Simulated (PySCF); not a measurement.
H8NSi3, SMILES [SiH2]N([SiH3])[SiH3] (connectivity only; charge and spin as stated), charge +1, multiplicity 1.

Coordinates come from a PBE-D3(BJ)/def2-SVP optimisation. The spin state was assumed, not searched. The isomer is the one that the SMILES or the coordinates give; other isomers of the formula were not compared.

These are r2SCAN/def2-TZVP in PySCF values and carry that method's errors.

Symmetry labels are those of the subgroup C2v that the program uses (full group C2v).

Q: List the valence orbital energies around the gap with their symmetry. (An estimate is asked for; the answer gives what the named calculation found.)

A: 
```
orbital  symmetry  energy (eV)
-------  --------  -----------
HOMO−7         B1       -15.48
HOMO−6         A1       -15.39
HOMO−5         B2       -14.63
HOMO−4         B1       -14.16
HOMO−3         A1       -13.38
HOMO−2         A2       -13.11
HOMO−1         B1       -13.09
HOMO           B2       -12.46
LUMO           B2        -8.27
LUMO+1         A1        -5.95
LUMO+2         A1        -5.25
LUMO+3         A1        -4.18
```
